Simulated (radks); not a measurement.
Isoelectronic series with 19 electrons, each ion in its NIST ground configuration. Calculated with a radial shooting solver on a logarithmic mesh with Libxc functionals: Dirac Kohn-Sham, LDA (Slater exchange, Perdew-Wang correlation), spin-unpolarised, spherical densities, point nucleus; open shells fill j = l - 1/2 first. Total energies (hartree) and mean radii <r> (bohr) (* marks an orbital that is empty in some or all of the ions):

ion    configuration  E (hartree)  4s1/2*   3p3/2
K           [Ar] 4s1   -600.56187   4.902   1.441
Ca+         [Ar] 4s1   -678.45867   3.562   1.271
Sc2+        [Ar] 3d1   -761.59136   3.039   1.166
Ti3+        [Ar] 3d1   -849.95168   2.595   1.060
V4+         [Ar] 3d1   -943.48205   2.284  0.9714
Cr5+        [Ar] 3d1  -1042.18604   2.049  0.8971
Mn6+        [Ar] 3d1  -1146.07215   1.863  0.8338
Co8+        [Ar] 3d1  -1369.43802   1.585  0.7315
Ni9+        [Ar] 3d1  -1488.94604   1.477  0.6894
Cu10+       [Ar] 3d1  -1613.69204   1.383  0.6521
Zn11+       [Ar] 3d1  -1743.69357   1.301  0.6186
Ga12+       [Ar] 3d1  -1878.96930   1.229  0.5885
Ge13+       [Ar] 3d1  -2019.53903   1.165  0.5612
As14+       [Ar] 3d1  -2165.42362   1.107  0.5364
Se15+       [Ar] 3d1  -2316.64497   1.055  0.5137
Br16+       [Ar] 3d1  -2473.22606   1.007  0.4929
Kr17+       [Ar] 3d1  -2635.19090  0.9642  0.4737

Estimate the row of Fe7+ ([Ar] 3d1).

Answer. E (hartree) -1255.15170; 4s1/2* 1.712; 3p3/2 0.7792.
